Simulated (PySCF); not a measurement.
From one molecule to another.

First species: C6H11N3.
Structure used (GFN2-xTB), in Å, numbered top down from 1:
```
atom  x, y, z in Å
C1     2.5840    0.5720   -0.7953
C2     1.9260   -0.6429   -0.1454
N3     0.7125   -0.2748    0.5299
N4     0.7292    0.1282    1.7970
N5    -0.4607    0.4419    2.1468
C6    -1.3011    0.2538    1.1085
C7    -2.7581    0.5319    1.1965
C8    -0.5527   -0.2118    0.0397
C9    -0.9346   -0.6074   -1.3372
H10    2.7947    1.3232   -0.0382
H11    1.9310    1.0103   -1.5468
H12    3.5161    0.2801   -1.2710
H13    2.5942   -1.0678    0.6073
H14    1.6967   -1.4044   -0.8954
H15   -2.9878    0.8894    2.1957
H16   -3.0490    1.2911    0.4709
H17   -3.3356   -0.3710    1.0003
H18   -1.9976   -0.4335   -1.4804
H19   -0.3822   -0.0320   -2.0798
H20   -0.7301   -1.6657   -1.5063
```

Second species: C₆H₁₁N₃.
SMILES: `CCC1=NN(C)N=C1C`

Levels: PBE0/pcSseg-1 for dipole moment, HOMO energy, LUMO energy and HOMO–LUMO gap; GFN2-xTB for rotational constant A and rotational constant C. Geometries: GFN2-xTB. All species are isolated and taken at one optimised geometry, non-relativistic unless stated; the electronic structure was computed with PySCF and density fitting.

Dipoles, sizes and rotational constants follow the conformer. The torsions of the flexible species, by atom-mapped SMILES:
- `[CH3:1][CH2:2][n:3]1[n:4][n:5][c:6]([CH3:7])[c:8]1[CH3:9]`: C1–C2–N3–N4 -88°
- `[CH3:1][CH2:2][c:3]1[n:4][n:5]([CH3:6])[n:7][c:8]1[CH3:9]`: C1–C2–C3–N4 -91°

```csv
property,column X,column Y
dipole moment,0.12 D,4.93 D
HOMO energy,-6.88 eV,-6.77 eV
LUMO energy,0.27 eV,0.25 eV
HOMO–LUMO gap,7.15 eV,7.02 eV
rotational constant A,2.618 GHz,2.971 GHz
rotational constant C,0.941 GHz,0.988 GHz
```

**Question.** Which column belongs to which species?

**Answer.** Column X is the second species and column Y the first. The first has 20 atoms and 68 electrons, the second 20 and 68.

**Question.** How does each property change from the first species to the second?

**Answer.** dipole moment -4.81 D; HOMO energy -0.11 eV; LUMO energy +0.02 eV; HOMO–LUMO gap +0.13 eV; rotational constant A -0.353 GHz; rotational constant C -0.047 GHz.

On the first: The dipole matches unit charges of opposite sign 1.03 Å apart (1 e·Å = 4.8032 D). A dipole of 4.93 D is allowed in C1, and pure rotational transitions are dipole-allowed.

On the second: The dipole equals about 0.4 × 10⁻³⁰ C·m (1 D = 3.33564 × 10⁻³⁰ C·m).
